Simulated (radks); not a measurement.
Species: the dysprosium ion Dy5+. Configuration: [Xe] 4f(5/2: 5, 7/2: 2) (not the ground configuration). Method: Dirac Kohn-Sham, PBE, spin-unpolarised, spherical densities, finite nucleus; Fermi nuclear charge, rms radius 5.2218 fm; computed with a radial shooting solver on a logarithmic mesh with Libxc functionals.

Unscreened Slater integrals over Kohn-Sham orbitals (hartree). Large and small components are both included.

F0(4f7/2,4f7/2): 1.2577
F2(4f7/2,4f7/2): 0.60820
F4(4f7/2,4f7/2): 0.38368
F6(4f7/2,4f7/2): 0.27662
F0(4f7/2,4f5/2): 1.2640
F2(4f7/2,4f5/2): 0.61123
F4(4f7/2,4f5/2): 0.38560
G2(4f7/2,4f5/2): 0.60962
G4(4f7/2,4f5/2): 0.38463
G6(4f7/2,4f5/2): 0.27733
F0(4f7/2,5p3/2): 0.77603
F2(4f7/2,5p3/2): 0.26240
G2(4f7/2,5p3/2): 0.11987
G4(4f7/2,5p3/2): 0.096872
F0(4f7/2,5p1/2): 0.81093
G4(4f7/2,5p1/2): 0.11142
F0(4f5/2,4f5/2): 1.2704
F2(4f5/2,4f5/2): 0.61435
F4(4f5/2,4f5/2): 0.38758
F0(4f5/2,5p3/2): 0.77740
F2(4f5/2,5p3/2): 0.26060
G2(4f5/2,5p3/2): 0.11747
G4(4f5/2,5p3/2): 0.095221
F0(4f5/2,5p1/2): 0.81248
G2(4f5/2,5p1/2): 0.13766
F0(5p3/2,5p3/2): 0.64299
F2(5p3/2,5p3/2): 0.34985
F0(5p3/2,5p1/2): 0.65958
G2(5p3/2,5p1/2): 0.35475
F0(5p1/2,5p1/2): 0.67811
